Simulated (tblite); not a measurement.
Task: Give a GFN2-xTB geometry of InChI=1S/C4H3F2N2Si/c5-4(6,1-7)2-9-3-8/h2H,9H2. (Doublet state.)

Result: 
```xyz
12
C4H3F2N2Si angstrom
N     -1.2517    2.6791   -0.9840
C     -1.3960    1.6092   -0.6065
Si    -1.6376   -0.1436    0.0222
C      0.0235   -0.9534   -0.1400
C      1.1885   -0.4667    0.6192
F      1.9063   -1.4693    1.2175
F      0.8398    0.3814    1.6267
C      2.0479    0.2297   -0.3550
N      2.6661    0.7324   -1.1717
H     -2.5741   -0.8157   -0.8714
H     -2.0479   -0.0070    1.4183
H      0.2366   -1.7768   -0.8014
```

Orientation and origin are arbitrary. Atoms count from 1 in this order. Si3 (silicon bonded to 2 C and 2 H) is distorted tetrahedral (angles from 105.2° to 116.6°). C4 (carbon bonded to C, Si and H) is planar (angles 124.4°, 121.3° and 114.4°, sum 360.0°, 0.01 Å off the plane of its three neighbours). The C–Si distances run from 1.855 Å (Si3–C4, drawn single) to 1.878 Å (C2–Si3, drawn single), a spread of 0.023 Å.

Bonds between heavy atoms (Å): N1≡C2 1.144, C2–Si3 1.878, Si3–C4 1.855, C4–C5 1.473, C5–F6 1.371, C5–F7 1.362, C5–C8 1.474, C8≡N9 1.141.

The geometry is computed with GFN2-xTB (gas phase). This method treats the open shell by occupation alone, without spin polarisation.

Point group: C1 (no symmetry element, even within 0.4 Å). Its GFN2-xTB frequencies are all real (lowest 22 cm⁻¹). Torsions: C2–Si3–C4–C5 63°, Si3–C4–C5–F6 134°. 3 starts were optimised and ended at 0.00, 0.06 and 0.06 kcal/mol (GFN2-xTB); the lowest of these is shown.

One conformer stands for the species.
